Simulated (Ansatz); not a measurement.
Ge18BH28, a doped nanocrystal cut from the lattice of germanium (B on an inner site). Total charge 0; doublet. Geometry PBE-D4/def2-SVP; atoms count from 1.

```xyz
47

Ge   -0.909   -0.288    1.983
Ge    2.882    3.052    1.387
Ge   -4.295   -1.034    0.076
Ge   -0.397    1.843   -0.607
Ge   -1.683   -3.976    0.952
Ge    2.088   -0.620    0.315
Ge   -0.715   -0.986   -1.561
Ge    3.053    1.991   -2.497
Ge   -3.294    0.277    1.886
Ge   -0.779   -2.614    2.765
Ge   -4.044   -3.417    0.602
Ge    0.483    3.419    1.112
Ge    3.235    0.721    2.025
B     0.096   -0.074    0.187
Ge    3.957    3.484   -0.773
Ge   -3.101   -0.632   -2.025
Ge    0.669    2.506   -2.718
Ge   -0.477   -3.424   -1.100
Ge    3.357   -0.326   -1.763
H    -0.252    0.577    3.107
H     3.406    4.053    2.466
H    -5.815   -0.722   -0.099
H    -1.940    2.069   -0.679
H    -1.519   -5.507    1.214
H     2.240   -2.109    0.769
H     0.140   -0.683   -2.833
H     3.795    2.279   -3.840
H    -4.010   -0.081    3.224
H    -3.522    1.795    1.624
H    -1.626   -2.833    4.053
H     0.690   -3.027    3.071
H    -4.838   -3.761    1.898
H    -4.617   -4.290   -0.554
H    -0.334    3.223    2.421
H     0.175    4.840    0.541
H     2.650    0.454    3.442
H     4.762    0.417    2.062
H     3.731    4.973   -1.174
H     5.491    3.257   -0.625
H    -3.395    0.776   -2.615
H    -3.537   -1.693   -3.082
H     0.482    4.047   -2.876
H     0.025    1.820   -3.956
H     1.039   -3.767   -1.045
H    -1.101   -4.126   -2.347
H     4.877   -0.586   -1.534
H     2.878   -1.299   -2.880
```

Single mean-field runs in def2-TZVP are fitted with def2-universal-jkfit.

**Question.** Estimate the Mulliken populations of the heavy atoms from the PBE0/def2-TZVP orbitals of Ansatz.

**Answer.** 
```tsv
atom	charge (e)	spin (α − β)
Ge1	-0.18	-0.01
Ge2	-0.13	0.00
Ge3	-0.12	0.00
Ge4	-0.16	0.17
Ge5	-0.13	0.00
Ge6	-0.18	-0.01
Ge7	-0.16	0.17
Ge8	-0.12	0.00
Ge9	0.00	0.00
Ge10	0.01	0.02
Ge11	0.01	0.00
Ge12	0.01	0.13
Ge13	0.01	0.02
B14	0.22	0.31
Ge15	0.01	0.00
Ge16	0.01	-0.01
Ge17	0.01	-0.01
Ge18	0.01	0.13
Ge19	0.00	0.00
```
Mulliken values depend strongly on the basis.

**Question.** Where does the spin sit?

**Answer.** Summed by element: Ge 0.60, B 0.31, H 0.09, of 1 unpaired in all. Largest on single atoms: B14 0.31, Ge4 0.17, Ge7 0.17.

**Question.** And the Mayer bond orders between heavy atoms (over 0.3)?

**Answer.** Ge1–Ge9 0.89 (2.45 Å); Ge1–Ge10 0.88 (2.46 Å); Ge1–B14 0.74 (2.07 Å); Ge2–Ge12 0.86 (2.44 Å); Ge2–Ge13 0.87 (2.44 Å); Ge2–Ge15 0.86 (2.45 Å); Ge3–Ge9 0.87 (2.45 Å); Ge3–Ge11 0.86 (2.45 Å); Ge3–Ge16 0.87 (2.45 Å); Ge4–Ge12 0.79 (2.49 Å); Ge4–B14 0.56 (2.13 Å); Ge4–Ge17 0.87 (2.46 Å); Ge5–Ge10 0.87 (2.44 Å); Ge5–Ge11 0.86 (2.45 Å); Ge5–Ge18 0.86 (2.44 Å); Ge6–Ge13 0.88 (2.46 Å); Ge6–B14 0.74 (2.07 Å); Ge6–Ge19 0.89 (2.45 Å); Ge7–B14 0.56 (2.13 Å); Ge7–Ge16 0.87 (2.46 Å); Ge7–Ge18 0.79 (2.49 Å); Ge8–Ge15 0.86 (2.45 Å); Ge8–Ge17 0.87 (2.45 Å); Ge8–Ge19 0.87 (2.45 Å).
